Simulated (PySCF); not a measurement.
Mapped SMILES: `[CH3:1]/[CH:2]=[C:3](\[CH3:4])[O:5][CH2:6][CH3:7]`; H(Xn) means a hydrogen on atom n.

Gas phase, a single conformation, no relativistic terms, rapidly exchanging positions averaged. Coordinates at the GFN2-xTB level; PBE0/pcSseg-1 with gauge-including orbitals; PySCF 2.14.0 with density-fitted response routines.

Scale: 13C vs TMS (reference shieldings calculated alike).

Problem. Do the 13C shifts follow the atomic charges (in e)? Tabulate both.

Solution. 
```json
{"atoms": "C3", "hybridisation": "sp2", "δ (ppm)": "162.7", "σ para (ppm)": "-231", "Hirshfeld": "+0.07", "IAO": "+0.20", "Mulliken": "+0.07", "ESP-fitted": "+0.32"}
{"atoms": "C2", "hybridisation": "sp2", "δ (ppm)": "92.5", "σ para (ppm)": "-167", "Hirshfeld": "-0.10", "IAO": "-0.27", "Mulliken": "-0.32", "ESP-fitted": "-0.30"}
{"atoms": "C6", "hybridisation": "sp3", "δ (ppm)": "64.5", "σ para (ppm)": "-126", "Hirshfeld": "+0.01", "IAO": "-0.04", "Mulliken": "-0.03", "ESP-fitted": "+0.43"}
{"atoms": "C4", "hybridisation": "sp3", "δ (ppm)": "20.6", "σ para (ppm)": "-83", "Hirshfeld": "-0.12", "IAO": "-0.44", "Mulliken": "-0.22", "ESP-fitted": "-0.50"}
{"atoms": "C7", "hybridisation": "sp3", "δ (ppm)": "17.5", "σ para (ppm)": "-77", "Hirshfeld": "-0.12", "IAO": "-0.42", "Mulliken": "-0.24", "ESP-fitted": "-0.44"}
{"atoms": "C1", "hybridisation": "sp3", "δ (ppm)": "13.9", "σ para (ppm)": "-74", "Hirshfeld": "-0.12", "IAO": "-0.42", "Mulliken": "-0.20", "ESP-fitted": "-0.39"}
```

Correlation coefficients of δ with charge over these carbons: Hirshfeld +0.82, IAO +0.91, Mulliken +0.63, ESP-fitted +0.69; with the paramagnetic shielding -1.00. Among the 4 sp3 carbons alone: Hirshfeld +0.99, IAO +0.99, Mulliken +0.97, ESP-fitted +0.98. With so few points, grouped by hybridisation, these coefficients are fragile. Charge is one influence among several: hybridisation and low-lying excitations act through the paramagnetic term.

Shifts are as computed. Against solution values, carbons near 30 ppm lie about +3 ppm off and those near 130 ppm about +5 ppm. Of 1211 compounds with measured shifts, 218 miss one by over three times the rms of a fit or turn the order of signals round; such compounds aren't used in these exercises.
